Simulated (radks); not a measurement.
Radial electron density D(r) = 4 pi r^2 rho(r) of an atom or ion with 51 electrons. All-electron calculation, non-relativistic Kohn-Sham, PBE, spin-polarised, spherical densities, point nucleus. Program: a radial shooting solver on a logarithmic mesh with Libxc functionals.

r (bohr)  D(r) (e/bohr)   spin D(r)
0.002488          6.617  -0.0000588
0.003292          10.62  -0.0000822
0.004356          16.58  -0.0000923
0.005764          24.94  -0.0000349
0.007688          36.09    0.000259
0.01017           48.47     0.00118
0.01346           59.99     0.00367
0.01781           67.14     0.00959
0.02356           67.28      0.0220
0.03117           62.33      0.0441
0.04125           60.46      0.0746
0.05502           70.16      0.0990
0.07279           85.52      0.0853
0.09631           88.08      0.0246
0.1274            73.40    -0.00824
0.1686            66.03      0.0916
0.2231            75.01       0.208
0.2952            66.73      0.0890
0.3937            35.86      0.0256
0.5209            25.42       0.383
0.6893            29.90       0.376
0.912             21.39     -0.0382
1.207             9.493       0.614
1.597             5.049        1.88
2.112             3.059        1.84
2.818             1.001       0.709
3.728            0.1446       0.114
4.933          0.007332     0.00636

What is the nuclear charge?

Answer. Z = 54. The innermost maximum, from 1s, lies near 1/Z = 0.0185 bohr (found: 0.0206), and its height grows with Z. The density is that of the xenon ion Xe3+ in [Kr] 4d10 5s2 5p3; the configuration itself is not fixed sharply by these data, and Z only to a few units. D(r) has 4 maxima, at r = 0.0206, 0.0868, 0.240, 0.684 bohr, and minima at 0.0384, 0.161, 0.500 bohr, inside which lie 2.00, 11.34, 29.00 electrons.
